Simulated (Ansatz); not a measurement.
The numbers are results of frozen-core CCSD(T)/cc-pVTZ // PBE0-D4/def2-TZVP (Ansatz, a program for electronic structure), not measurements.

Ansatz 0.2 input:
```yaml
crystal:
  periodic: [false, false, false]
  atoms:
    - { symbol: F, position_ang: [1.498195, -0.285775, -0.000005] }
    - { symbol: Ga, position_ang: [-0.006711, 0.619557, -0.000001] }
    - { symbol: F, position_ang: [-1.494797, -0.313352, 0.000004] }
basis:
  gaussian: { orbitals: cc-pVTZ }
correlation:
  method: ccsd_t
magnetization:
  spin_polarized: true
  initial_magnetization: 1
```

Output:

```
Functional definition: HF
669 factors; integrals over basis functions are off by at most 9.0e-4 eV
mean field evaluation 1: about -57747.3984 eV, gradient 3.0e1 eV
mean field evaluation 2: about -57747.4065 eV, gradient 3.0e1 eV
mean field evaluation 4: about -57750.7458 eV, gradient 2.1e0 eV
mean field evaluation 8: about -57750.8405 eV, gradient 2.1e-1 eV
mean field evaluation 16: about -57750.8159 eV, gradient 8.6e-1 eV
mean field -57750.84122254 eV, -2122.3042700021 hartree, gradient 3.5e-6 eV, S^2 0.754238; 0 other end points of the search recorded, 0 dependent functions left out
11 core orbitals not correlated
reference -57750.84122254 eV, -2122.3042700021 hartree; 14, 13 occupied and 78, 79 virtual orbitals, 669 factors
second order -17.33703858 eV of doubles, -0.00000000 eV of singles
cycle   1  -16.68248851 eV  change    6.5e-1 eV  update   1.1e-1
cycle   2  -17.12601255 eV  change   -4.4e-1 eV  update   3.6e-2
cycle   3  -17.23334565 eV  change   -1.1e-1 eV  update   2.0e-2
cycle   4  -17.22451984 eV  change    8.8e-3 eV  update   6.5e-3
cycle   5  -17.21901265 eV  change    5.5e-3 eV  update   2.9e-3
cycle   6  -17.22110610 eV  change   -2.1e-3 eV  update   1.1e-3
cycle   7  -17.22129851 eV  change   -1.9e-4 eV  update   4.9e-4
cycle   8  -17.22120803 eV  change    9.0e-5 eV  update   1.9e-4
cycle   9  -17.22130354 eV  change   -9.6e-5 eV  update   9.0e-5
cycle  10  -17.22128987 eV  change    1.4e-5 eV  update   2.7e-5
perturbative correction -0.61692919 eV, -0.0226717295 hartree
Total energy: -57768.67944160 eV, -2122.9598124613 hartree
```

Cost: about 30 core-seconds (a rough figure).
